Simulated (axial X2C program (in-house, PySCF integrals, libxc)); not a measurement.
**Worked dissociation energy of CrH⁺: HF, with spin–orbit coupling**

Computed with an axial X2C code built on PySCF integrals. Two-component (2c) means X2C with spin–orbit coupling and atomic mean-field two-electron Coulomb and Gaunt terms. Basis: Cr dyall-cv3z [9s10p6d3f2g], H dyall-v3z [6s2p1d] (cores contracted in-house); Gaussian nuclei, density fitting, unrestricted open shells. Masses: Cr 51.941 u, H 1.008 u.

Molecular state: Ω = 2 (⟨Sz⟩ = 2.00, ⟨Lz⟩ = 0.00 at HF).

```
E(Cr+) (2M_J = 5) : -1049.200503 hartree
E(H) (2M_J = 1)   : -0.500004 hartree
E(CrH⁺) at Re     : -1049.721821 hartree
ωe                : 1822.4 cm⁻¹
```

(1) Work out De and D0.

One determinant describes the state; a PBE0 search over occupations chose it and may have missed a lower one. Dissociation energies refer to the lowest single-determinant-based atoms at the same level and basis. With several unpaired electrons one determinant need not be a pure state. Open-shell Ω = 0 determinants with evenly filled partner blocks cannot be reached by this program, so the Ω shown need not be the lowest component. The determinant is spin-polarised beyond a pure state at some levels (its spin-free form has ⟨S²⟩ too high), which makes Re and μ there less reliable.

Hartree–Fock lacks correlation and underbinds, often by eV.

Each atomic determinant is the lowest at this level and need not be a pure J level. Totals compare only within one Hamiltonian and basis.

Answers

(1) De = -1049.200503 + (-0.500004) − (-1049.721821) = 0.02131 hartree = 0.580 eV. The zero-point energy is ωe/2 = 911 cm⁻¹ = 0.113 eV, so D0 = 0.467 eV.
